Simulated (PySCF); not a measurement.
HfSF₂: one-bond stretch

Computed with PBE in PySCF with Hf def2-SVP with ECP60, S def2-SVP, F def2-SVP; scalar-relativistic core potentials, no spin–orbit coupling; density-fitted integrals.

Rigid scan from the singlet minimum (Hf–F 1.919 Å (×2), Hf–S 2.237 Å; F–Hf–F 110.9°, F–Hf–S 108.5° (×2)). Coordinate: the bond from Hf to the last atom (F) scaled, the rest fixed. Energies in kJ/mol from the minimum.

Q: Predict the curve at 0.92, 0.96, 1.00, 1.05, 1.12, 1.20, 1.35, 1.55, 1.80, 2.20.

A: 
```csv
scale of one bond,E (kJ/mol),dipole size (D)
0.92,38.5,5.56
0.96,8.4,5.45
1.00,0.0,5.38
1.05,10.0,5.34
1.12,47.0,5.36
1.20,105.1,5.46
1.35,223.1,5.78
1.55,359.5,–
1.80,478.3,–
2.20,580.1,–
```

At long bonds a restricted determinant can lie too high, and another spin state can fall below this curve.

No spin–orbit coupling is included, which matters more the heavier the element.
